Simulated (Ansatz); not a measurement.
`F[CH]([SiH3])[ZnH]` + `N[SiH3]` → `[SiH3]N[SiH3]` + `F[CH2][ZnH]` at 400 K and 1 bar (ligand exchange at the Si–C bond).

Computed with Ansatz on PBE0-D4/def2-TZVP structures; ΔE is electronic, products minus reactants. CBS: MP2 limit from def2 TZ/QZ plus the TZ coupled-cluster correction, frozen cores. This one scheme is used for every species. For Zn outer-core shells are correlated without core-valence functions, which leaves a few kJ/mol of doubt a bond. Scalar relativity is left out up to krypton.

| species | CCSD(T)/CBS energy (Eh) | H − E (kJ/mol) | S (J/(mol·K)) |
| --- | --- | --- | --- |
| `F[CH]([SiH3])[ZnH]` | -2208.26193 | 161.5 | 375.5 |
| `N[SiH3]` | -346.80422 | 153.0 | 285.3 |
| `[SiH3]N[SiH3]` | -637.10515 | 203.4 | 366.7 |
| `F[CH2][ZnH]` | -1917.98456 | 112.6 | 308.0 |

H − E and S are ideal-gas, rigid-rotor, harmonic terms from PBE0-D4/def2-TZVP, for one conformer and one mirror image of each species. 1 Eh = 2625.50 kJ/mol, R = 8.31446 J/(mol·K).

Problem. By hand: ΔE, ΔH, ΔS and ΔG.

Solution. ΔE = (-637.10515) + (-1917.98456) − (-2208.26193) − (-346.80422) = -0.02356 Eh = -61.9 kJ/mol. Δ(H − E) = 203.4 + 112.6 − 161.5 − 153.0 = 1.5, so ΔH = -60.4 kJ/mol. ΔS = 366.7 + 308.0 − 375.5 − 285.3 = 13.9 J/(mol·K). ΔG = -60.4 − 400 × (13.9)/1000 = -66.0 kJ/mol.

Problem. By hand: the equilibrium constant, and the temperature at which ΔG would vanish if ΔH and ΔS stayed fixed.

Solution. log₁₀ K = −ΔG/(RT ln 10) = 8.6. ΔH and −TΔS have one sign here, so there is no such temperature.

The number of gas molecules stays the same, so ΔS is small and ΔH decides. A doubt of 5 kJ/mol in ΔE shifts log₁₀ K by 0.7 here. Other conformers and mirror images would add mixing entropy, several J/(mol·K) or more a flexible species. Modes under 60 cm⁻¹, often nearly free rotors, make the harmonic entropy too high. These are equilibria of isolated gas molecules and say nothing of rates. Largest T1 diagnostic: 0.015 (customary marks: 0.02 for closed shells, 0.045 for open ones).
